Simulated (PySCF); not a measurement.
Input for PySCF: R-B3LYP/6-31G* on GeH3NO (SMILES [NH2][Ge][OH]), a point of a torsion scan.

```python
from pyscf import gto, scf, dft, mp
from pyscf.data.elements import chemcore

mol = gto.M(
    atom='''
    N    -1.08019291   -0.04463818    0.18626316
    Ge    0.40559646   -1.01602089    0.63603951
    O     1.62159723   -0.10346784   -0.29942068
    H    -2.01270651   -0.25106836    0.50784249
    H    -1.10758935    0.75973440   -0.42333316
    H     1.84698699    0.81818930   -0.21904360
    ''',
    basis='6-31g*',
    cart=True,
    charge=0, spin=0, verbose=3, max_memory=1800)
mf = dft.RKS(mol, xc='b3lyp')
mf.conv_tol = 1e-8
mf.max_cycle = 100
mf.kernel()
if not mf.converged:
    mf = mf.newton().run(mf.mo_coeff, mf.mo_occ)
```

Task: Give the final energy of this run.

Result: -2208.5687 hartree.
